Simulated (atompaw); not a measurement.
**Plane-wave convergence, PAW (atompaw) potential for Pr (Z = 59)**

Pr (Z = 59), PAW, made with atompaw 4.2.0.5 (PBE, scalar-relativistic). Core [Kr] 4d10, reference 4f3 5s2 5p6 5d0 6s0.5 6p0 (charge +1.5). Waves: 5s (bound): rc 1.65 bohr; 6s (bound): rc 3.00 bohr; 5p (bound): rc 2.55 bohr; 6p (bound, empty): rc 3.00 bohr; 5d (bound, empty): rc 3.00 bohr; 5d channel at 1.95 Ry: rc 3.00 bohr; 4f (bound): rc 1.30 bohr; 4f channel at -0.3 Ry: rc 1.30 bohr. Local part: bessel scheme, radius 2.60 bohr. Core correction: smooth core density matched at 2.90 bohr. Augmentation charge: sinc compensation charge, radius 2.20 bohr; PAW radius 3.00 bohr; waves and projectors: custom polynom vanderbiltortho.

The pseudo-atom Hamiltonian at the reference potential is diagonalised in spherical Bessel functions j_l(qr) that vanish at 20 bohr, with q² up to the cutoff. All-electron valence levels (Ry): 5s -3.5435, 6s -0.7796, 5p -2.2508, 6p -0.5432, 5d -0.7597, 4f -0.7584.

Task: How do the lowest levels (Ry) of each channel move with the cutoff, and are there ghosts?

Result:

```csv
cutoff (Ry),s #1,s #2,p #1,p #2,d #1,f #1,f #2,Σ f·Δε (mRy)
8,-3.4211,-0.7794,-2.2336,-0.5429,-0.7571,-0.2022,-0.0868,2016.4
15,-3.5167,-0.7796,-2.2502,-0.5432,-0.7594,-0.2050,-0.0900,1717.7
30,-3.5427,-0.7796,-2.2508,-0.5432,-0.7597,-0.2219,-0.1122,1611.6
45,-3.5434,-0.7796,-2.2508,-0.5432,-0.7597,-0.5897,-0.1899,506.4
60,-3.5435,-0.7796,-2.2508,-0.5432,-0.7597,-0.7368,-0.1929,65.1
90,-3.5435,-0.7796,-2.2508,-0.5432,-0.7597,-0.7537,-0.1931,14.3
140,-3.5435,-0.7796,-2.2508,-0.5432,-0.7597,-0.7580,-0.1932,1.2
200,-3.5435,-0.7796,-2.2508,-0.5432,-0.7597,-0.7584,-0.1932,0.2
400,-3.5435,-0.7796,-2.2508,-0.5432,-0.7597,-0.7584,-0.1932,0.0
```

Result: no extra level below or beside the all-electron valence levels (s, p, d, f tested); 10 mRy is reached at 100 Ry and 1 mRy at 160 Ry.
